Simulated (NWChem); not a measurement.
HCu

SMILES: [CuH]
```xyz
2

Cu     0.0000     0.0000     0.0488
H      0.0000     0.0000    -1.4145
```
Charge 0, spin multiplicity 1.

Everything below was run with NWChem. Structure: optimised with PBE/def2-SVP, a minimum by its harmonic frequencies.

Symmetry labels belong to the abelian group C2v used in the runs, with the axes of the coordinates shown; states degenerate in a higher group split over its labels.

The structure started from a generated list of species.

Q: List the lowest 5 singlet excitations that TD-PBE/def2-SVPD gives, with oscillator strengths.

A: 
| state | symmetry | energy (eV) | wavelength (nm) | f |
|---|---|---|---|---|
| 1 | a1 | 2.59 | 478 | 0.000 |
| 2 | a2 | 2.59 | 478 | 0.000 |
| 3 | a1 | 2.89 | 429 | 0.052 |
| 4 | b2 | 2.96 | 419 | 0.002 |
| 5 | b1 | 2.96 | 419 | 0.002 |
